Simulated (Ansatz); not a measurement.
```yaml
crystal:
  periodic: [false, false, false]
  atoms:
    - {symbol: C, position_ang: [-1.492435, 1.024029, 0.572391]}
    - {symbol: N, position_ang: [-0.744841, 0.052243, -0.145067]}
    - {symbol: Si, position_ang: [0.792164, -0.427528, 0.243601]}
    - {symbol: N, position_ang: [1.554002, -1.058369, -1.212641]}
    - {symbol: H, position_ang: [-2.110830, 1.640873, -0.123091]}
    - {symbol: H, position_ang: [-0.818940, 1.719690, 1.120047]}
    - {symbol: H, position_ang: [-2.159417, 0.543202, 1.279633]}
    - {symbol: H, position_ang: [-1.307343, -0.527065, -0.724447]}
    - {symbol: H, position_ang: [0.989130, -1.633893, 1.167883]}
    - {symbol: H, position_ang: [1.454548, 0.707759, 0.918634]}
    - {symbol: H, position_ang: [2.225012, -1.770602, -1.144930]}
    - {symbol: H, position_ang: [1.728717, -0.406343, -1.914334]}
basis:
  gaussian: {orbitals: def2-mTZVP, point_charges: [{charge: -1.00, position_ang: [5.494, -0.562, 0.039]}]}
hamiltonian: {xc: {name: HF}}
correlation: {method: mp2, frozen_orbitals: {C: 9}}
accuracy: high
output: {forces: true}
```

```sh
$ ansatz run in.yaml --threads 4 --pin off --events-out ev --progress --plain --max-ram 10444MiB
```

(1) How does Ansatz answer? (Estimate.)

Results:

(1) The calculation gave: The input was rejected before any iteration.
```
Functional definition: HF
Error: "frozen_orbitals" has no count for N
```
